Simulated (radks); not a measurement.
Values are calculated unless marked as measured or tabulated.
Task: These are the eigenvalues of the occupied orbitals of an atom or ion with whole-number occupations (eV). Level of theory: non-relativistic Kohn-Sham, PBE, spin-polarised, spherical densities, point nucleus (a radial shooting solver on a logarithmic mesh with Libxc functionals).

| orbital | eigenvalue |
|---|---|
| 1s up | -54715.78 |
| 1s down | -54715.66 |
| 2s up | -11163.09 |
| 2s down | -11151.55 |
| 2p up | -10803.61 |
| 2p down | -10795.39 |
| 3s up | -4292.774 |
| 3s down | -4282.896 |
| 3p up | -4149.577 |
| 3p down | -4138.531 |
| 3d up | -3915.249 |

Which element is it, and in what charge state? The configuration may be excited. Open shells, if any, are filled with parallel spins first.

Result: Z = 67, holmium, charge +47: Ho47+ in [Ar] 3d2. The list shows which subshells hold electrons but not how many an open one holds; the 1s level, -2010.8 hartree, gives Z - s = 63.4 by -(Z - s)^2/2, which with screening narrows Z to a few neighbours, and the depths of the outer levels then fix element, charge and occupations together.
